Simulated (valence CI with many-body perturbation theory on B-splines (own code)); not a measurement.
# Sc XV in brief

Level of theory: configuration interaction combined with many-body perturbation theory (CI+MBPT): five valence electrons over a frozen Dirac-Fock core [He], radial functions for each j: 9 s, 9 p, 8 d, 6 f, 3 g, 1 h, with the one-electron correlation potential Σ1 (screened to all orders), the two-electron term Σ2, the three-electron term Σ3, Breit, model QED; selected single and double excitations, second order for the rest, scaled by the run's own slope (own B-spline code, finite nucleus).

No measured levels were compared; by estimate levels of excited configurations hold to 0.05 to 0.15 % of their energy, terms of the ground configuration to about 0.5 %. Among the levels kept, up to 3500 cm⁻¹ of a level comes from second order outside the variational space, and about a tenth of that is noise between levels of different J, which matters for small intervals.

Rates and lifetimes use the calculated energies. Strong lines usually hold to 10 to 20 %, long lifetimes can be off by a factor of two.

Question: What is the ground level?

Answer: 2s2 2p3 4S°_3/2, composition 97 % 2s2 2p3 4S° + 2 % 2s2 2p3 2P°, g = 1.981.

Question: Name the longest-lived excited levels whose lifetime is computed, and their main decay.

Answer: 2s2 2p3 2D°_5/2 at 15.15 eV lives 22.1 ms, mostly by M1 to 2s2 2p3 4S°_3/2; 2s2 2p3 2D°_3/2 at 13.82 eV lives 1.02 ms, mostly by M1 to 2s2 2p3 4S°_3/2; 2s2 2p3 2P°_1/2 at 22.96 eV lives 267 μs, mostly by M1 to 2s2 2p3 4S°_3/2.

Question: Where does the other parity begin?

Answer: At 2s 2p4 4P_5/2, 68.45 eV.

Question: Among levels below 575.63 eV, which E1 lines absorb most strongly from the ground level?

Answer: to 2s2 2p2 3d 4D_5/2 at 2.156 nm, f = 0.118; to 2s 2p4 4P_5/2 at 18.11 nm, f = 0.0605; to 2s2 2p2 3s 4P_5/2 at 2.329 nm, f = 0.0518.

Question: How well does LS coupling describe the low levels?

Answer: Among the lowest 20 levels the leading LS term, summed over configurations, holds 95 % on average. For single configurations the figures are 94 % in LS and 73 % in jj coupling. Terms mix most in the J = 3/2 level at 24.89 eV, where the leading one holds 85 %.
